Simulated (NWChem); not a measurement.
# Lowest excitation of iodine (I2)

```
I
I 1 2.6824
```
Charge 0, spin multiplicity 1.

Program: NWChem. All single points use one geometry, from PBE0/def2-SVP with def2 effective core potentials on I, a minimum by its harmonic frequencies.

Basis set: def2-SVPD.

```tsv
method	lowest vertical singlet excitation energy (eV)	relative cost	difference from EOM-CCSD
TD-B3LYP	2.05	3	-0.39
EOM-CCSD	2.44	100	0.00
TD-PBE	1.97	under 3	-0.47
CIS	2.68	1	+0.23
TD-BHandHLYP	2.24	under 3	-0.21
```

The values span 0.71 eV, from TD-PBE (lowest) to CIS (highest). Costs are rough ratios of processor time within this set of runs, SCF included, with CIS as 1.

Effective core potentials replace the inner electrons of I; spin-orbit coupling is left out. The correlated methods keep 8 core orbitals frozen. B3LYP has NWChem's definition, with VWN1-RPA local correlation. Coupled-cluster values serve here as a point of comparison, not as the truth.
